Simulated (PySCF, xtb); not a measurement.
FH₅N₂OSn, SMILES [NH2][Sn]([NH2])([OH])[F]. The values are those of a single conformer.

Harmonic wavenumbers (cm⁻¹) from GFN2-xTB run with xtb at its own minimum, in rising order: 81, 98, 119, 128, 140, 146, 149, 227, 356, 452, 518, 546, 754, 764, 789, 802, 841, 1452, 1455, 3354, 3374, 3382, 3403, 3629.

Question: What does PBE-D3(BJ)/def2-SVP (PySCF) give at its own minimum? (Estimate from the structure and the level; the computed values follow.)

Answer: 87, 106, 145, 150, 162, 167, 186, 252, 521, 553, 592, 607, 659, 673, 841, 854, 882, 1483, 1488, 3394, 3399, 3494, 3501, 3703. Paired by order, the mean absolute difference is 55 cm⁻¹ and the zero-point energies are 38.5 and 39.9 kcal/mol.
